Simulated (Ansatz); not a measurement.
Cost and result up the ladder for PPPSb tetrahedron (SbP3) (4 atoms). Total charge 0; singlet. Geometry: PBE0-D4/def2-SVP.

| atom | x (Å) | y (Å) | z (Å) |
| --- | --- | --- | --- |
| P1 | 0.2656 | 0.8802 | 1.0433 |
| P2 | 0.6002 | -1.2017 | 0.3600 |
| P3 | -1.3699 | -0.2352 | 0.0459 |
| Sb4 | 0.5041 | 0.5566 | -1.4492 |

Ansatz on 4 threads of Intel Xeon on a shared host. Times are rough, and most runs start from the orbitals of an earlier one. ωB97X-V/def2-TZVP serves as the yardstick here, not as an exact answer. Differences are given only for rows in sets of like size (and for xTB, whose basis is part of the method), since another set adds its own error. Binding counts from free atoms at the same level (P quartet, Sb quartet; other spins of the atoms weren't run), without zero-point energy or a counterpoise term.

In the def2 sets Sb takes a core potential; there is no spin–orbit coupling. B3LYP takes the VWN-RPA correlation. Correlated methods freeze 19 core orbitals; core or outer-core shells of Sb are correlated, in sets that lack core-valence functions.

Correlated methods converge slowly with the basis.

```tsv
level	functions	wall time	binding energy per atom (eV)	difference from ωB97X-V/def2-TZVP (eV)
PBE-D4/def2-SVP	80	2.8 s	2.97	–
LDA (SPW92)/def2-TZVP	161	4.9 s	3.67	0.73
revPBE-D4/def2-TZVP	161	5.5 s	3.00	0.06
PBE0-D4/def2-SVP	80	5.5 s	2.74	–
BLYP-D4/def2-TZVP	161	6.1 s	2.96	0.02
B3LYP-D4/def2-TZVP	161	8.5 s	2.86	-0.08
PBE0-D4/def2-TZVP	161	8.6 s	2.91	-0.03
r2SCAN0-D4/def2-TZVP	161	11 s	2.72	-0.22
r2SCAN-D4/def2-TZVP (with forces)	161	11 s	2.87	-0.07
MP2/def2-TZVP	161	12 s	2.74	-0.20
RPA@PBE/def2-TZVP	161	14 s	2.58	-0.36
ωB97X-V/def2-TZVP	161	15 s	2.94	0.00
PBE-QIDH/def2-TZVP	161	16 s	2.79	-0.15
CCSD(T)/def2-TZVPP	176	72 s	2.57	-0.38
```
